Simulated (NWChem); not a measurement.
# MnCl₂, sextet; SMILES [Cl][Mn][Cl]

All runs: NWChem. Pople sets run with spherical d functions. Spin-unrestricted. No stability test was run on the SCF state. Each level has its own optimisation; frequencies are unscaled.

For level LDA (Slater exchange, VWN5)/def2-SVP:

```
Property                           Value
---------------------------------  -----
r Cl–Mn (Å)                        2.130
highest harmonic frequency (cm⁻¹)    518
lowest (cm⁻¹)                         61
```

How do the values read with level B3LYP/6-31G* instead?


| Property | Value |
|---|---|
| r Cl–Mn (Å) | 2.191 |
| highest harmonic frequency (cm⁻¹) | 479 |
| lowest (cm⁻¹) | 75 |
